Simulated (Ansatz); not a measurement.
Geometry optimisation, Ansatz, RKS PBE-D4/def2-SVP.

Input file:

```yaml
crystal:
  periodic: [false, false, false]
  atoms:
    - { symbol: W, position_ang: [0.0, 0.0, 0.0] }
    - { symbol: Cl, position_ang: [0.0, 0.0, 2.39] }
    - { symbol: H, position_ang: [1.72, 0.0, 0.0] }
    - { symbol: H, position_ang: [0.0, 1.72, 0.0] }
    - { symbol: H, position_ang: [-1.72, 0.0, 0.0] }
    - { symbol: H, position_ang: [0.0, -1.72, 0.0] }
    - { symbol: H, position_ang: [0.0, 0.0, -1.72] }
basis:
  gaussian: { orbitals: def2-SVP }
hamiltonian:
  xc: pbe
  dispersion: d4
relax:
  f_tol: 0.02
  max_steps: 40
```

Launched with:

```bash
$ ansatz run input.yaml --threads 1 --pin off --max-ram 2048MiB --backend cpu --events-out ev --progress --plain --runs-dir out
```

Problem. Where does it end, and by what steps?

Solution. The forces met the threshold. After 7 steps the energy has fallen by 5.118 eV; H7 moved furthest, 0.55 Å. The start is strongly strained (largest force component 10 eV/Å).

```json
{"step": "0", "energy less start (eV)": "0.0000", "largest force component (eV/Å)": "9.533", "accepted": "yes"}
{"step": "1", "energy less start (eV)": "-2.0358", "largest force component (eV/Å)": "3.542", "accepted": "yes"}
{"step": "2", "energy less start (eV)": "-3.3787", "largest force component (eV/Å)": "2.778", "accepted": "yes"}
{"step": "3", "energy less start (eV)": "-4.3873", "largest force component (eV/Å)": "1.618", "accepted": "yes"}
{"step": "4", "energy less start (eV)": "-5.0001", "largest force component (eV/Å)": "1.262", "accepted": "yes"}
{"step": "5", "energy less start (eV)": "-5.1087", "largest force component (eV/Å)": "0.439", "accepted": "yes"}
{"step": "6", "energy less start (eV)": "-5.1177", "largest force component (eV/Å)": "0.072", "accepted": "yes"}
{"step": "7", "energy less start (eV)": "-5.1179", "largest force component (eV/Å)": "0.007", "accepted": "yes"}
```

```xyz
7
Properties=species:S:1:pos:R:3
W 0.000 0.000 0.538
Cl 0.000 0.000 2.874
H 1.410 0.000 -0.393
H 0.000 1.410 -0.393
H -1.410 0.000 -0.393
H 0.000 -1.410 -0.393
H 0.000 0.000 -1.168
```

Whether the end is a true minimum wasn't checked by a vibrational analysis.

Time of the run: 19 s on 1 thread of INTEL(R) XEON(R) PLATINUM 8581C CPU @ 2.30GHz (Emerald Rapids) (shared host), peak memory 0.16 GiB.
